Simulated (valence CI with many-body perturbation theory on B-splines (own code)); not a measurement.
## Valence orbitals of Ho XXXVI

Method: configuration interaction combined with many-body perturbation theory (CI+MBPT): four valence electrons over a frozen Dirac-Fock core [Ar] 3d10, a basis of 11 s, 11 p, 9 d, 7 f, 5 g, 2 h, 1 i functions for each j, with the one-electron correlation potential Σ1 (screened to all orders), the two-electron term Σ2, the three-electron term Σ3, Breit, model QED; selected single and double excitations, second order for the rest (own B-spline code, finite nucleus).

The last digits are not significant, and no measured levels were compared; by estimate large intervals hold to a few tenths of a per cent, small ones and those within an open d or f shell to about a per cent.

These are the spectroscopic orbitals of the CI (the correlating ones are not listed), shaped by the core and the other valence electrons. h is the expectation value of the core's Dirac-Fock operator, without the valence repulsion; Σ1 is computed up to l = 3 at one energy for each symmetry, that of its lowest orbital but kept below the first core excitation, so for empty shells it is not the orbital's own correlation shift; Breit and QED include the response of the core.

```tsv
Orbital	h (hartree)	Σ1 (cm⁻¹)	Breit (cm⁻¹)	QED (cm⁻¹)	⟨r⟩ (bohr)
4s1/2	-65.196	-13757	9042	6812	0.4615
5s1/2	-38.808	-4939	3999	3070	0.7797
6s1/2	-25.761	-2381	2073	1620	1.184
7s1/2	-18.349	-1353	1227	963	1.670
4p1/2	-62.204	-14426	14132	82.1	0.4602
5p1/2	-37.358	-5238	6304	42.1	0.7884
6p1/2	-24.96	-2578	3349	23.9	1.200
7p1/2	-17.862	-1480	2004	14.7	1.694
4p3/2	-59.991	-12772	8548	723	0.4786
5p3/2	-36.329	-4828	3841	332	0.8119
6p3/2	-24.398	-2418	2204	180	1.228
7p3/2	-17.52	-1402	1324	109	1.728
4d3/2	-55.267	-14239	6149	-355	0.4690
5d3/2	-34.088	-5345	2832	-156	0.8177
6d3/2	-23.162	-2703	1550	-83.7	1.248
4d5/2	-54.794	-13618	3791	-93.6	0.4740
5d5/2	-33.861	-5121	1684	-35.5	0.8239
6d5/2	-23.035	-2592	922	-17.5	1.255
4f5/2	-49.749	-13622	2215	-199	0.4390
5f5/2	-31.624	-4429	981	-95.8	0.8060
4f7/2	-49.639	-13177	787	-112	0.4408
5f7/2	-31.56	-4284	357	-51.6	0.8083
5g7/2	-30.471		74.1	-18.7	0.7425
5g9/2	-30.447		-18.1	-0.1	0.7434
```

Among the shells of the start configuration 4s2 4p2, Σ1 is largest in size for 4p1/2, where it is 0.11 % of h.

Lowest root of each symmetry, sizes in configuration state functions:

```csv
J,Parity,Roots,Reference,Variational,Second order,Change by selected CI (cm⁻¹),Change by second order (cm⁻¹)
0,even,7,34,15793,60603,-5619,-1
1,even,11,70,37306,153294,-4530,-4
2,even,16,106,39996,312492,-5234,-14
3,even,11,96,39994,402536,-8752,-33
4,even,6,82,39996,334701,-6031,-35
5,even,2,47,22193,219341,-6727,-22
0,odd,3,17,10700,57118,-7573,-4
1,odd,8,46,30317,184221,-7893,-6
2,odd,9,58,38604,222776,-5752,-6
3,odd,5,53,38723,274220,-5589,-12
4,odd,2,37,26812,283281,-7697,-17
```
